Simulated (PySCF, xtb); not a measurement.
ReBr₄, SMILES [Br][Re]([Br])([Br])[Br] (connectivity only; charge and spin as stated), neutral, multiplicity 4.

Harmonic wavenumbers (cm⁻¹) from GFN2-xTB (xtb) at its own minimum, in rising order: 20, 35, 36, 79, 93, 221, 230, 230, 276.

Problem. What does PBE-D3(BJ)/def2-SVP run with PySCF give at its own minimum? (Estimate from the structure and the level; the computed values follow.)

Solution. 38, 39, 39, 82, 98, 234, 253, 253, 281. Paired by order, the mean absolute difference is 11 cm⁻¹ and the zero-point energies are 1.7 and 1.9 kcal/mol.
